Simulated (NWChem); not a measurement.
**Atomisation of iodine (I₂)**

```xyz
2

I      0.0000     0.0000     1.3412
I      0.0000     0.0000    -1.3412
```
Charge 0, spin multiplicity 1.

Everything below was run with NWChem. Structure: optimised with PBE0/def2-SVP with def2 effective core potentials on I, a minimum by its harmonic frequencies.

Basis set: def2-TZVP. The atomisation energy is electronic alone: no zero-point, thermal, spin-orbit or counterpoise terms. No value is extrapolated to the basis-set limit. Free atoms are single determinants with multiplicities I 2. Correlated methods freeze the same cores in atoms and molecule, 8 orbitals in all.

```tsv
method	atomisation energy (kcal/mol)	relative cost
PBE	50.8	under 3
LC-wPBE (omega 0.3 per bohr)	41.6	20
PBE0	46.5	under 3
MP2	46.2	3
M06-2X	33.8	under 3
HF	13.9	1
TPSS	49.4	under 3
B3LYP	43.0	under 3
```

The values span 37.0 kcal/mol, from HF (lowest) to PBE (highest). The cost column gives rough processor time relative to HF; each entry includes its own SCF. Costs are the molecule's.

Effective core potentials replace the inner electrons of I; spin-orbit coupling is left out. B3LYP has NWChem's definition, with VWN1-RPA local correlation. GW and range-separated runs recompute their integrals, the others keep them in memory, which bears on the times. The stability of the SCF solutions was not checked. Open-shell Hartree-Fock references start from PBE0 orbitals; any time given for them includes that run.
